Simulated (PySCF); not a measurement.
Pb(H)(OMe) (CH4OPb), SMILES C[O][PbH] (connectivity only; charge and spin as stated), neutral, multiplicity 1. Coordinates come from a PBE0-D3(BJ)/def2-SVP optimisation. The def2 effective core potentials stand for the cores of Pb; spin–orbit coupling is left out.

Computed with PBE0-D3(BJ)/def2-SVP run with PySCF.

Harmonic wavenumbers (cm⁻¹): 118, 223, 259, 480, 564, 1158, 1168, 1184, 1460, 1464, 1468, 1560, 2969, 3047, 3052. Rotational constants (GHz): 39.79, 2.588, 2.468; symmetry number 1.

Task: Work out the zero-point energy and the ideal-gas rigid-rotor harmonic-oscillator thermochemistry at 298.15 K and 1 atm.

Result: ZPE = ½ Σ hcν = ½ × 20174 cm⁻¹ = 28.84 kcal/mol. H − E(el) = 32.59 kcal/mol. Entropy in cal/(mol K): translation 42.32, rotation 24.65, vibration 8.15, total 75.11. G − E(el) = 10.19 kcal/mol. Cp = 16.83 cal/(mol K). Modes under 150 cm⁻¹ make the vibrational entropy uncertain.
